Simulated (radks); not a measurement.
The tin anion Sn4-, [Xe], held by a Watson sphere: a shell of charge +4 at radius R that stands for the Madelung well of a crystal (potential energy -4/R inside, -4/r outside, in hartree with lengths in bohr). Calculated with a radial shooting solver on a logarithmic mesh with Libxc functionals: scalar-relativistic Kohn-Sham, PBEsol, spin-polarised, spherical densities, point nucleus. Response by self-consistent Sternheimer equations with the Hartree and adiabatic LDA kernel, the relativistic mass of each level held fixed and spin-orbit coupling left out. The sphere does not respond.

[
 {"R (bohr)": "2.52", "e(4d) (eV)": "-26.722", "e(5s) (eV)": "-14.164", "e(5p) (eV)": "-6.988", "<r> 5p (bohr)": "2.863", "sum of <r^2> (bohr^2)": "92.70", "X-ray form factor at sin(theta)/lambda = 0.2 1/angstrom": "40.184", "alpha (bohr^3)": "52.37"},
 {"R (bohr)": "2.74", "e(4d) (eV)": "-25.771", "e(5s) (eV)": "-13.376", "e(5p) (eV)": "-6.640", "<r> 5p (bohr)": "2.975", "sum of <r^2> (bohr^2)": "97.83", "X-ray form factor at sin(theta)/lambda = 0.2 1/angstrom": "40.080", "alpha (bohr^3)": "60.54"},
 {"R (bohr)": "2.96", "e(4d) (eV)": "-25.073", "e(5s) (eV)": "-12.656", "e(5p) (eV)": "-6.284", "<r> 5p (bohr)": "3.091", "sum of <r^2> (bohr^2)": "103.3", "X-ray form factor at sin(theta)/lambda = 0.2 1/angstrom": "40.009", "alpha (bohr^3)": "70.36"},
 {"R (bohr)": "3.13", "e(4d) (eV)": "-24.663", "e(5s) (eV)": "-12.149", "e(5p) (eV)": "-6.012", "<r> 5p (bohr)": "3.182", "sum of <r^2> (bohr^2)": "107.7", "X-ray form factor at sin(theta)/lambda = 0.2 1/angstrom": "39.974", "alpha (bohr^3)": "79.18"},
 {"R (bohr)": "3.38", "e(4d) (eV)": "-24.208", "e(5s) (eV)": "-11.479", "e(5p) (eV)": "-5.624", "<r> 5p (bohr)": "3.318", "sum of <r^2> (bohr^2)": "114.4", "X-ray form factor at sin(theta)/lambda = 0.2 1/angstrom": "39.949", "alpha (bohr^3)": "94.29"},
 {"R (bohr)": "4.56", "e(4d) (eV)": "-23.269", "e(5s) (eV)": "-9.343", "e(5p) (eV)": "-4.128", "<r> 5p (bohr)": "3.981", "sum of <r^2> (bohr^2)": "150.4", "X-ray form factor at sin(theta)/lambda = 0.2 1/angstrom": "40.065", "alpha (bohr^3)": "211.3"},
 {"R (bohr)": "5.68", "e(4d) (eV)": "-23.052", "e(5s) (eV)": "-8.423", "e(5p) (eV)": "-3.220", "<r> 5p (bohr)": "4.635", "sum of <r^2> (bohr^2)": "191.7", "X-ray form factor at sin(theta)/lambda = 0.2 1/angstrom": "40.211", "alpha (bohr^3)": "422.1"}
]
